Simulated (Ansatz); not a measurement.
HO2 (SMILES [O]O) moved off its minimum; all values from Ansatz (an electronic-structure program), cores frozen in correlated methods. Open shells are unrestricted.
(charge 0, multiplicity 2)
```xyz
3

O     -0.5236     0.4459    -0.0275
O      0.7060    -0.2470    -0.0981
H     -1.2230    -0.2838     0.0018
```

Forces at r2SCAN/def2-TZVPP (eV/Å):

| atom | Fx | Fy | Fz |
|---|---|---|---|
| O1 | 1.286 | -2.169 | -0.088 |
| O2 | -2.526 | 1.224 | 0.143 |
| H3 | 1.240 | 0.944 | -0.055 |

Problem. Give the forces (eV/Å), the total energy and the dipole at CCSD(T)/aug-cc-pVTZ.

Solution. 
```tsv
atom	Fx	Fy	Fz
O1	0.922	-1.970	-0.067
O2	-2.224	1.020	0.125
H3	1.302	0.950	-0.058
```
Energy -150.7218 hartree, dipole 2.11 D.
